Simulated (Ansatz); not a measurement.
Ansatz (an electronic-structure program) input (RI-MP2/def2-TZVPP):
A basis named .json is the Basis Set Exchange file of that set.

Ansatz 0.2 input:
```yaml
crystal:
  periodic: [false, false, false]
  atoms:
    - {symbol: Ag, position_ang: [-0.00000000, -0.00000000, -0.67107165]}
    - {symbol: Cl, position_ang: [0.00000000, 0.00000000, 1.85531575]}
basis:
  gaussian:
    orbitals: def2-TZVPP
    fitting: {mean_field: def2-universal-jkfit, correlation: def2-TZVPP-RIFIT.json}
magnetization: {spin_polarized: true, initial_magnetization: 2}
correlation: {method: mp2, electrons: outside_noble_gas}
```

Output:

```
Functional definition: HF
integrals: 0.03 GiB planned
383 factors; integrals over basis functions are off by at most 1.4e0 eV
299 factors; integrals over basis functions are off by at most 1.0e0 eV
mean field: 0.19 GiB planned
mean field evaluation 1: about -16475.7975 eV, gradient 2.4e1 eV
mean field evaluation 2: about -16477.1081 eV, gradient 2.1e1 eV
mean field evaluation 4: about -16478.4410 eV, gradient 1.1e0 eV
mean field evaluation 8: about -16478.4647 eV, gradient 2.2e-6 eV
mean field evaluation 16: about -16478.4647 eV, gradient 2.3e-6 eV
mean field evaluation 32: about -16477.4445 eV, gradient 1.3e1 eV
mean field evaluation 64: about -16478.3201 eV, gradient 9.9e-1 eV
mean field evaluation 96: about -16478.4618 eV, gradient 3.2e-1 eV
mean field evaluation 128: about -16476.9310 eV, gradient 1.2e0 eV
mean field -16478.46470490 eV, -605.5724084007 hartree, gradient 2.2e-6 eV, S^2 2.012841; 13 other end points of the search recorded, 0 dependent functions left out
9 core orbitals not correlated
reference -16478.46470490 eV, -605.5724084007 hartree; 10, 8 occupied and 79, 81 virtual orbitals, 299 factors
second order -15.14436185 eV of doubles, -0.00000000 eV of singles
Total energy: -16493.60906675 eV, -606.1289534333 hartree
```

The spin state was set by rule; other spins were not relaxed.
